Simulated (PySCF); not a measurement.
Species: C₅H₅BS.
Structure used (GFN2-xTB), in Å, numbered top down from 1:
```xyz
12
C5H5BS angstrom
C     -0.6028    1.9410    1.1135
C     -0.5947    0.8830    0.5373
B     -0.5348   -0.4378   -0.1877
C     -1.7955   -1.2051   -0.4943
C     -2.8083   -1.8103   -0.7376
S      1.0309   -1.1231   -0.7015
C      2.2302    0.1323   -0.1344
H     -0.6322    2.8620    1.6205
H     -3.6909   -2.3404   -0.9506
H      2.1541    0.2499    0.9420
H      3.2175   -0.2291   -0.4040
H      2.0276    1.0770   -0.6291
```

Theory: PySCF 2.14.0, density-fitted response routines, TDDFT PBE0/def2-SVPD, vertical, gas phase, core orbitals frozen in the response.

Computed states:

```tsv
state	E (eV)	f
S1	4.40	0.0000
S2	4.55	0.0006
S3	4.62	0.191
S4	5.24	0.123
S5	5.84	0.0016
S6	6.21	0.0015
S7	6.26	0.0059
S8	6.44	0.0014
```

Each state is given a Gaussian of 0.3 eV full width at half maximum, with ε(max) = 2.175×10⁸ f / Δν̃ (Δν̃ the width in cm⁻¹). The width is an assumption, not a result. The curve ends short of the highest state used, and states not computed would add to its high-energy end.

Problem. What does the envelope look like, and where are its maxima?

Solution. 
```csv
E (eV),ε (L mol⁻¹ cm⁻¹)
3.95,0
4.02,0
4.08,2
4.15,18
4.21,94
4.28,474
4.34,1496
4.41,4330
4.47,8475
4.54,14023
4.60,16987
4.67,16056
4.73,12036
4.80,6519
4.87,2740
4.93,1456
5.00,1971
5.06,3930
5.13,7393
5.19,10081
5.26,10946
5.32,9237
5.39,5726
5.45,2990
5.52,1064
5.58,360
5.65,118
5.71,102
5.78,133
5.84,148
```

Maxima: 268 nm (4.62 eV), ε about 17000, made up of S3 (100%); 236 nm (5.24 eV), ε about 11000, made up of S4 (100%) (ε in L mol⁻¹ cm⁻¹; maxima over ε = 5, shares over 10%). At its high-energy end, 5.84 eV, the curve is still rising (ε about 150, from S5).

Problem. Coming from long wavelengths, where does ε first pass 100 L mol⁻¹ cm⁻¹?

Solution. At about 294 nm (4.21 eV), 0.19 eV below S1.

Problem. What would ε be at 4.62 eV, the highest of these maxima, with half the width (0.15 eV)?

Solution. About 34400 L mol⁻¹ cm⁻¹ against 17200, a factor of about 2.00; a lone state at its own centre would give exactly 2.

Problem. On this curve, what absorbance would a 10⁻³ mol/L sample give at 280 nm over a 1 cm path?

Solution. 280 nm is 4.428 eV, where ε is about 5400 L mol⁻¹ cm⁻¹, so A = ε c l ≈ 5.4 (Beer–Lambert, with the gas-phase spectrum and the assumed width).

Hardware: one thread of an Intel Xeon at 2.50 GHz, no GPU, shared host with 64 logical CPUs at a one-minute load of 63. Cost: 62 s, 0.74 GiB resident at most.

One conformer stands for the species.
